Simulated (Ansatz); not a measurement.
AsH2(SMe) (CH₅AsS). Charge 0, multiplicity 3. Geometry PBE0-D4/def2-TZVP, that of the neutral singlet; atoms count from 1.

Cartesian coordinates in Å:
```
As 1.285 -0.599 0.960
H 0.828 -1.717 1.890
H 2.263 -1.523 0.247
S -0.359 -0.816 -0.536
C -0.906 0.907 -0.613
H -1.304 1.245 0.344
H -1.706 0.936 -1.355
H -0.102 1.568 -0.937
```

At PBE0-D4/def2-TZVP a singlet of charge 0 lies 4.30 eV below the triplet at the same geometry.

Q: Estimate the Mulliken populations from the PBE0/def2-TZVP orbitals of Ansatz.

A: 
| atom | charge (e) | spin (α − β) |
| --- | --- | --- |
| As1 | -0.41 | 0.81 |
| H2 | 0.09 | 0.05 |
| H3 | 0.07 | -0.01 |
| S4 | 0.10 | 1.14 |
| C5 | -0.29 | -0.10 |
| H6 | 0.15 | 0.05 |
| H7 | 0.15 | 0.02 |
| H8 | 0.15 | 0.06 |
Mulliken values depend strongly on the basis.

Q: Where does the spin sit?

A: Summed by element: As 0.81, H 0.15, S 1.14, C -0.10, of 2 unpaired in all. Largest on single atoms: S4 1.14, As1 0.81, C5 -0.10.

Q: And the Mayer bond orders between heavy atoms (over 0.3)?

A: As1–S4 0.61 (2.23 Å); S4–C5 1.01 (1.81 Å).
